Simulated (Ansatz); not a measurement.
A geometry relaxed with B3LYP-D3(BJ)/def2-TZVP in Ansatz (a quantum-chemistry and plane-wave program), charge 0, multiplicity 1:

```xyz
9

Si     2.3229     0.2805    -0.0232
H     -2.9913     0.9877    -0.1123
C     -2.2083     0.2882    -0.4173
N     -1.0096     0.4837    -0.0624
H      2.4934     1.2014     1.1205
H     -2.5416    -0.5590    -1.0336
H      0.1352    -1.4968    -1.5201
Si     0.3487    -0.5203    -0.4161
H      3.4507    -0.6654    -0.1757
```

Problem. Write the SMILES of this molecule.

Solution. `C=N[SiH]=[SiH2]`
